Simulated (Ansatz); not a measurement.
The same path of Cl2H2O2Zr + H2 (9 atoms, charge 0, multiplicity 1) was run twice with different band settings. Lost on the way: H8–H9. Made: Zr1–H8, O2–H9.

Theory: Ansatz, RKS PBE-D4/def2-SVP.

Relaxed end points:

```xyz
9
Properties=species:S:1:pos:R:3
Zr -0.245 -0.322 -0.090
O -0.172 -0.013 1.795
H -0.232 -0.003 2.760
Cl 1.961 -0.608 -0.914
Cl -1.309 1.523 -1.137
O -1.247 -1.898 -0.468
H -1.769 -2.706 -0.568
H 1.643 2.790 1.924
H 1.222 2.148 1.969
```

```xyz
9
Properties=species:S:1:pos:R:3
Zr 0.262 0.022 -0.067
O -0.544 0.698 2.045
H -1.016 1.545 1.884
Cl 1.634 -0.053 -1.988
Cl -1.233 1.852 -0.598
O -0.390 -1.745 0.191
H -0.828 -2.607 0.142
H 1.717 0.285 1.088
H 0.250 0.914 2.575
```

Common settings: movable images 5; climbing image yes; optimiser quadratic models (default); start path through a guess of the saddle point; force threshold 0.03 eV/Å; iteration limit 60; end points relaxed.

| run | spring |
| --- | --- |
| 1 | 5.0 eV/Å² |
| 2 | 0.5 eV/Å² |

Problem. What does each run give, and how far can it be trusted?

Solution. Run 1: converged after 32 iterations, highest image 1.187 eV above the first end. Beside the main top the profile has a ripple of under 15 meV (maxima at images 2, 5), which may be a very shallow well or noise. A vibrational analysis at the climbing image gives one clearly imaginary mode, 865i cm⁻¹: a first-order saddle point.
Run 2: converged after 53 iterations, highest image 1.187 eV above the first end. Another band between the same ends (5 images) ends at a top of the same energy, where a vibrational analysis finds 1 clearly imaginary mode.
The orbitals stay closed-shell, which can raise the energy where a bond breaks towards radicals; this wasn't checked here.
